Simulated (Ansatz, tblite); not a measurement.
Forces on Hg₃S₂ at its B3LYP-D4/def2-SVP geometry. Charge 0, multiplicity 1.

In the def2 sets Hg takes a core potential; there is no spin–orbit coupling. The xTB rows come from tblite. At PBE0-D4/def2-TZVP a triplet of charge 0 lies 1.55 eV below the restricted singlet, each at its own geometry. Another isomer (singlet) lies 0.16 eV lower at PBE0-D4/def2-TZVP.

GFN1-xTB (tblite), largest force 1.27 eV/Å:

```xyz
5
positions Å, forces eV/Å
Hg   -2.313    0.713    2.595    0.405   -0.120   -0.455
Hg    2.795   -0.885   -3.141   -0.159    0.050    0.179
Hg    0.855   -0.260   -0.955   -0.164    0.055    0.182
S    -1.544    0.160   -0.016    0.912    0.069    0.882
S     0.207    0.272    1.517   -0.995   -0.053   -0.787
```

GFN2-xTB (tblite), largest force 0.91 eV/Å:

```
Hg 0.049 -0.012 -0.057
Hg -0.076 0.024 0.084
Hg 0.216 -0.063 -0.241
S 0.577 0.068 0.695
S -0.766 -0.018 -0.482
```

B97M-V/def2-TZVP (Ansatz), largest force 0.95 eV/Å:

```
Hg 0.188 -0.055 -0.211
Hg -0.104 0.034 0.117
Hg -0.223 0.069 0.249
S 0.776 0.022 0.543
S -0.637 -0.069 -0.697
```
